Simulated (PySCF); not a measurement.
Gas-phase reaction: 2 SnH2 + 2 Cl2 ⇌ SnH4 + SnCl4

Computed with PySCF (xtb for GFN2) and rigid-rotor harmonic-oscillator thermochemistry at 1 bar. † marks an energy on the PBE0/def2-TZVP geometry and frequencies; other levels use their own. MP2 freezes the core. All species are closed-shell singlets. B3LYP is the form with VWN-RPA correlation. Sn: scalar-relativistic def2 core potential, no spin-orbit coupling. SnH2: computed as isolated molecules; such fragments, hydroxides, amides, oligomers or adducts are transient or little studied in the gas. MP2 isn't extrapolated to the basis-set limit; its ΔH°(298 K) is -901.2 kJ in def2-SVP and -863.2 kJ in def2-TZVPP. The harmonic model lacks anharmonicity and excited electronic states, which grow with temperature; levels with a mode under 35 cm⁻¹ are left out. Soft modes under 120 cm⁻¹ make the harmonic entropy rough for SnCl4.

| level | ΔE electronic, kJ | ΔH°(298 K), kJ | ΔS°(298 K), J/K | ΔG°(1000 K), kJ |
|---|---|---|---|---|
| B3LYP/def2-TZVP† | -767 | -749 | -308 | -448 |
| BLYP/def2-TZVP† | -720 | -701 | -308 | -400 |
| GFN2-xTB | -449 | -426 | -297 | -136 |
| MP2/def2-SVP† | -920 | -901 | -308 | -601 |
| PBE/def2-SVP | -811 | -792 | -307 | -493 |
| PBE/def2-TZVP† | -779 | -760 | -308 | -459 |
| PBE0/def2-TZVP | -824 | -806 | -308 | -505 |
| r2SCAN/def2-TZVP† | -859 | -840 | -308 | -540 |
| ωB97X-V/def2-TZVP† | -857 | -838 | -308 | -538 |
ΔH° is lowest at MP2/def2-SVP† and highest at GFN2-xTB. No reference value is set beside these.
